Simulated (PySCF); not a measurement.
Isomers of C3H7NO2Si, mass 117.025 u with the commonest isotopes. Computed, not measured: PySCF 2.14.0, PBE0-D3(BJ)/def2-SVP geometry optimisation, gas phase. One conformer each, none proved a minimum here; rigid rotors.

Task: Order these by radius of gyration √(Σ m r²/M), smallest first.
A. `[H]/[N:7]=[CH:6]\[SiH2:5][O:4][C:2]([CH3:1])=[O:3]` with C1–C2–O4–Si5 180°, C2–O4–Si5–C6 180°, O4–Si5–C6–N7 180°
B. `[CH2:1]=[N:2][SiH2:3][O:4][C:5]([CH3:6])=[O:7]` with C1–N2–Si3–O4 -124°, N2–Si3–O4–C5 -177°, Si3–O4–C5–C6 180°
C. `[CH3:1][O:2][SiH2:3][O:4][CH2:5][C:6]#[N:7]` with C1–O2–Si3–O4 177°, O2–Si3–O4–C5 176°, Si3–O4–C5–C6 -178°

Result: B (2.133 Å), A (2.209 Å), C (2.410 Å).

Task: Order these by rotational constant B, smallest first.
A. `[CH3:1][O:2][SiH2:3][O:4][CH2:5][C:6]#[N:7]` with C1–O2–Si3–O4 177°, O2–Si3–O4–C5 176°, Si3–O4–C5–C6 -178°
B. `[H]/[N:7]=[CH:6]\[SiH2:5][O:4][C:2]([CH3:1])=[O:3]` with C1–C2–O4–Si5 180°, C2–O4–Si5–C6 180°, O4–Si5–C6–N7 180°
C. `[CH2:1]=[CH:2][O:3][SiH2:4][C:5]([NH2:6])=[O:7]` with C1–C2–O3–Si4 0°, C2–O3–Si4–C5 -179°, O3–Si4–C5–N6 1°
D. `[CH2:1]=[N:2][SiH2:3][O:4][C:5]([CH3:6])=[O:7]` with C1–N2–Si3–O4 -124°, N2–Si3–O4–C5 -177°, Si3–O4–C5–C6 180°

Result: A (806.8 MHz), B (1002 MHz), D (1085 MHz), C (1113 MHz).

Task: Order these by dipole moment, smallest first.
A. `[H]/[N:7]=[CH:6]\[SiH2:5][O:4][C:2]([CH3:1])=[O:3]` with C1–C2–O4–Si5 180°, C2–O4–Si5–C6 180°, O4–Si5–C6–N7 180°
B. `[CH2:1]=[N:2][SiH2:3][O:4][C:5]([CH3:6])=[O:7]` with C1–N2–Si3–O4 -124°, N2–Si3–O4–C5 -177°, Si3–O4–C5–C6 180°
C. `[CH2:1]=[CH:2][O:3][SiH2:4][C:5]([NH2:6])=[O:7]` with C1–C2–O3–Si4 0°, C2–O3–Si4–C5 -179°, O3–Si4–C5–N6 1°
D. `[CH3:1][O:2][SiH2:3][O:4][CH2:5][C:6]#[N:7]` with C1–O2–Si3–O4 177°, O2–Si3–O4–C5 176°, Si3–O4–C5–C6 -178°

Result: A (1.72 D), B (1.95 D), C (3.25 D), D (5.21 D).

```tsv
SMILES	point group	Ia (u·Å²)	Ib (u·Å²)	Ic (u·Å²)	κ	μa (D)	μb (D)	μc (D)
C=N[SiH2]OC(C)=O	C1	77.42	465.77	521.28	-0.96	1.00	1.29	1.07
[H]/N=C\[SiH2]OC(C)=O	near Cs	71.06	504.48	566.31	-0.96	1.47	0.89	0.02
CO[SiH2]OCC#N	–	59.49	626.44	673.42	-0.99	3.90	3.46	0.05
C=CO[SiH2]C(N)=O	–	82.86	454.27	531.09	-0.94	1.93	2.62	0.05
```
